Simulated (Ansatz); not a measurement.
C2H7AlBF (`C[BH][Al]([CH3])[F]`), relaxed with RKS PBE0-D4/def2-TZVP in the Gaussian-basis code of Ansatz from a PBE-D4/def2-SVP geometry. The force threshold is 0.005 eV/Å; the program also tests the step.

Total charge 0; spin multiplicity 1.

Start:

```xyz
12

C    -0.581    0.319    2.200
B    -1.084   -0.186    0.809
Al   -0.272    0.347   -1.096
C     1.295   -0.424   -1.997
F    -1.053    1.593   -1.940
H    -1.359    0.345    2.992
H     0.021    1.248    2.226
H     0.111   -0.510    2.508
H    -1.973   -1.032    0.839
H     1.176   -0.432   -3.100
H     2.195    0.192   -1.775
H     1.523   -1.459   -1.664
```

Task: How much energy does the relaxation release, and in how many steps? (Estimate.)

Result: The calculation gave: 4.73 kJ/mol, in 32 steps, 4 of them rejected.

Task: Which bonds change most? (Best estimate.)

Result: Computed: Al3–F5 from 1.696 to 1.664 Å; B2–H9 from 1.227 to 1.206 Å; C4–H11 from 1.113 to 1.095 Å; C4–H12 from 1.110 to 1.093 Å.

Task: Give the relaxed structure. (Best estimate.)

Result: Ansatz gave: 
```xyz
12

C    -0.612    0.291    2.207
B    -1.072   -0.183    0.797
Al   -0.205    0.388   -1.067
C     1.296   -0.427   -2.007
F    -0.903    1.693   -1.828
H    -1.405    0.309    2.959
H    -0.027    1.210    2.261
H     0.063   -0.526    2.523
H    -1.950   -1.009    0.789
H     1.012   -0.708   -3.027
H     2.125    0.283   -2.100
H     1.679   -1.320   -1.507
```
